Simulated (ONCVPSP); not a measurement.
# Logarithmic derivatives: gallium (Ga), ONCV

| Item | Value |
| --- | --- |
| Element | gallium |
| Generator | ONCVPSP 4.0.1 |
| Type | optimised norm-conserving Vanderbilt (ONCV) |
| Functional | BLYP |
| Relativity | scalar-relativistic |
| Frozen core | [Ar] |
| Valence charge | 13 |
| Reference configuration | 3d10 4s2 4p1 |
| Partial waves | 4s: rc 1.85 bohr, ncon 5, nbas 8, qcut 3.3 1/bohr, 2 projectors, debl 3.8 Ha; 4p: rc 2.10 bohr, ncon 4, nbas 8, qcut 4.7 1/bohr, 2 projectors, debl 3.7 Ha; 3d: rc 0.95 bohr, ncon 4, nbas 8, qcut 18.8 1/bohr, 3 projectors, debl 3.5 Ha |
| Local potential | polynomial inside 0.95 bohr (lpopt 5, dvloc0 1 Ha) |
| Core correction | Teter function, fcfact 3.75, rcfact 1.5 |

The phase is arctan(r·R′/R) of the radial function R(r), unwrapped; energies in Ha, scanned from -2 to 5 Ha. A pole is an energy at which the radial function vanishes at the test radius. The pseudo phase is shifted by a multiple of π to meet the all-electron one at the reference energy, and phase errors are pseudo minus all-electron; the curves can meet again beyond the range given. Levels narrower than the energy grid can be missing from the lists of poles.

For each channel, where are the poles, and over which energies does the pseudopotential scatter like the atom?

| channel | radius (bohr) | reference energy (Ha) | poles, all-electron | poles, pseudo | unbroken range about the reference energy with phases within 0.05 rad | phase error 1 Ha above the reference energy (rad) |
| --- | --- | --- | --- | --- | --- | --- |
| s | 1.88 | -0.33 | 1.81 | 0.82, 1.82 | below 0.8 | -0.010 |
| p | 2.13 | -0.09 | 1.66 | 1.64 | below 4.6 | -0.002 |
| d | 0.97 | -0.70 | 1.33 | 1.33 | the whole range | -0.000 |

Note: no bound ghost flagged; GHOST(+) flagged for s at 22.8 eV, p at 153.9 eV.

Phases in the p channel:

```
E (Ha)  all-electron  pseudo
 -1.98         1.224   1.221
 -1.80         1.196   1.193
 -1.62         1.162   1.159
 -1.44         1.119   1.117
 -1.26         1.064   1.061
 -1.08         0.989   0.986
 -0.90         0.883   0.880
 -0.72         0.726   0.724
 -0.54         0.484   0.482
 -0.36         0.122   0.121
 -0.18        -0.321  -0.321
  0.00        -0.708  -0.708
  0.18        -0.974  -0.974
  0.36        -1.147  -1.148
  0.54        -1.263  -1.264
  0.72        -1.346  -1.348
  0.90        -1.409  -1.410
  1.08        -1.458  -1.460
  1.26        -1.498  -1.500
  1.44        -1.533  -1.536
  1.62        -1.565  -1.567
  1.80        -1.593  -1.596
  1.98        -1.621  -1.624
  2.16        -1.649  -1.652
  2.34        -1.678  -1.681
  2.52        -1.710  -1.712
  2.70        -1.746  -1.748
  2.88        -1.788  -1.791
  3.06        -1.842  -1.844
  3.24        -1.914  -1.916
  3.42        -2.018  -2.019
  3.60        -2.183  -2.183
  3.78        -2.466  -2.468
  3.96        -2.949  -2.964
  4.14        -3.527  -3.564
  4.32        -3.933  -3.978
  4.50        -4.163  -4.211
  4.68        -4.299  -4.351
  4.86        -4.387  -4.448
```
